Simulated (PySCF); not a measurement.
## Energy of Rh⁻ (rhodium, charge -1) between two integer charges

The 5s beta orbital of [Kr] 4d8 5s2 is emptied in steps (occupation f), with all orbitals relaxed, ending at [Kr] 4d8 5s1. All numbers are calculated (PySCF 2.14, scalar relativity through the core potential, in aug-cc-pVDZ-PP with ECP28MDF). The exact energy is a straight line in f; departures are measured from the line between the end points of the same method.

```csv
f,UHF (eV),LDA (eV),PBE (eV)
1,0.000,0.000,0.000
0.9,0.013,-0.209,-0.199
0.7,0.025,-0.502,-0.479
0.5,0.026,-0.613,-0.587
0.3,0.020,-0.525,-0.506
0.1,0.008,-0.229,-0.222
0,0.000,0.000,0.000
```

| method | E(f=0) − E(f=1) (eV) | −ε at f=1 (eV) | −ε at f=0.5 (eV) |
| --- | --- | --- | --- |
| UHF | -0.090 | 0.074 | -0.107 |
| LDA | 1.426 | -0.861 | 1.355 |
| PBE | 1.152 | -1.027 | 1.073 |

Orbital energy along the path (eV):

```csv
f,UHF,LDA,PBE
1,-0.074,0.861,1.027
0.9,-0.011,0.464,0.650
0.7,0.062,-0.402,-0.169
0.5,0.107,-1.355,-1.073
0.3,0.138,-2.377,-2.054
0.1,0.162,-3.444,-3.104
0,0.171,-3.989,-3.620
```

At f = 1 the orbital energy is positive for LDA, PBE: only the finite basis holds the electron.

Reference removal energy between the ground levels: 1.143 eV (measured; photodetachment measurements, as compiled on the Wikipedia data page of electron affinities). The calculation has no spin-orbit coupling. UHF lacks correlation.
